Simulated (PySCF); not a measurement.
A GIAO shielding run with PySCF 2.14.0 with density-fitted response routines (density fitting, non-relativistic, gas phase) on SMILES OC[C@@H]([SiH3])C[SiH2]C[SiH3], C4H16OSi3:

```
$ OMP_NUM_THREADS=1 python probes_run.py task.json out

{"job": {"kind": "nmr", "xc": "PBE0", "basis": "pcSseg-1"}, "charge": 0, "multiplicity": 1}
O     -3.495407    -1.334481    -0.357581
C     -2.545521    -1.204210     0.678479
C     -1.305078    -0.449989     0.201674
Si    -1.933439     0.955557    -0.935167
C     -0.465496    -0.001997     1.396873
Si     1.254490     0.720520     0.996613
C      2.045482    -0.187030    -0.472249
Si     3.768975     0.435012    -0.963695
H     -3.113666    -1.879136    -1.054062
H     -3.051129    -0.630659     1.459668
H     -2.288202    -2.190866     1.093406
H     -0.703883    -1.148237    -0.394538
H     -3.085134     1.607117    -0.318943
H     -2.275971     0.408173    -2.251001
H     -0.851217     1.928238    -1.118837
H     -1.033539     0.728576     1.976550
H     -0.328883    -0.865411     2.057435
H      1.152190     2.154726     0.702085
H      2.095803     0.547953     2.191028
H      2.107357    -1.252587    -0.246579
H      1.388345    -0.096435    -1.338189
H      4.677311     0.354072     0.180881
H      4.297007    -0.399240    -2.050006
H      3.677872     1.820098    -1.426291
```

Hardware: 1 thread of an Arm Neoverse N1, shared host. The job also computes population analyses, field gradients.

Q: How large is the calculation?

A: 90 electrons, 237 basis functions and 1300 auxiliary functions.

Q: How long does it take, and how much memory does it need?

A: 100 s of wall time, with 13 SCF cycles and 4 response iterations; peak memory 1.1 GiB. Times on a shared host scatter by some tens of per cent.
